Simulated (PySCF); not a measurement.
Computed properties of C5H8Si, SMILES [SiH2](C(=C)C#C)C

C5H8Si, SMILES [SiH2](C)C(C#C)=C. Coordinates come from a B3LYP-D3(BJ)/def2-SVP optimisation. The structure was generated by enumeration, and PubChem lists no compound with its InChIKey, so it may never have been made. One conformer was computed; it need not be the lowest. All values are computed for the isolated molecule unless a solvent is named; none is compared with measurement here.

**Structure.** All 36 harmonic modes at B3LYP-D3(BJ)/def2-SVP (PySCF) are real, so it is a minimum. With heavy atoms numbered as in [CH:1]#[C:2][C:3](=[CH2:4])[SiH2:5][CH3:6], the shortest bond between them is C1–C2 at 1.216 Å and the longest C3–Si5 at 1.896 Å.

**Vibrations.** The strongest infrared lines (harmonic, unscaled, degenerate partners summed) lie at 908 cm⁻¹ (261 km/mol, H 80 %, Si 12 %, C 9 %), 2215 cm⁻¹ (121 km/mol, H 96 %), 2213 cm⁻¹ (112 km/mol, H 97 %). The softest mode is at 53 cm⁻¹ and the zero-point energy is 66.1 kcal/mol.

**Electronic structure.** r2SCAN/def2-TZVP (PySCF) places the frontier levels at -6.32 and -1.98 eV, a gap of 4.34 eV, and gives a dipole moment of 0.62 D and a mean polarisability of 87.5 bohr³. PBE/def2-TZVP (PySCF) at the same geometry gives -6.15 and -2.14 eV, so its gap is 0.33 eV narrower. An orbital gap is neither the optical nor the fundamental gap.

**Excitations.** TDDFT-PBE0/def2-SVPD (PySCF) has S1 at 4.91 eV (252 nm, f = 0.000, dark); the most intense of the 10 singlets computed lies at 5.44 eV (f = 0.19). T1 (TDA) is at 3.25 eV. TDDFT-PBE/def2-SVPD (PySCF) puts S1 at 4.51 eV. No vertical singlet excitation falls in the visible range (under 3.1 eV).

**NMR.** GIAO shifts at KT2/pcSseg-1 (PySCF) (non-relativistic, atoms alike by connectivity averaged): ¹³C from -4.2 to 140.4 ppm against TMS; ¹H from 0.7 to 6.5 ppm against TMS; ²⁹Si at -31.1 ppm against TMS.
